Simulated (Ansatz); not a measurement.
Frontier orbitals of BrClF2Sn (`[F][Sn]([F])([Cl])[Br]`).

Z-matrix (Å, degrees):
```
Sn
F 1 1.889
Cl 1 2.274 2 108.5
Br 1 2.416 2 109.8 3 126.1
F 1 1.889 2 104.9 3 -115.9
```

Total charge 0; spin multiplicity 1. Correlated methods include outer-core shells of Br, Sn, which these sets cover unevenly. Scalar relativity is left out up to krypton. Sn: def2 effective core potential. All single points use the PBE0-D4/def2-TZVP geometry. Basis def2-TZVPP, the Gaussian-basis code of Ansatz.

```
functional  HOMO (eV)  LUMO (eV)  gap (eV)
       PBE      -8.30      -4.22      4.08
    revPBE      -8.23      -4.10      4.13
    r2SCAN      -8.68      -4.06      4.62
      PBE0      -9.67      -3.33      6.34
   ωB97M-V     -11.90      -1.26     10.64
        HF     -12.74       0.50     13.24
```

From PBE to PBE0 the HOMO moves by −1.37 eV and the LUMO by +0.89 eV, and with ωB97M-V by −3.60 and +2.97 eV, so the gap grows from 4.07 to 10.64 eV with exact exchange.
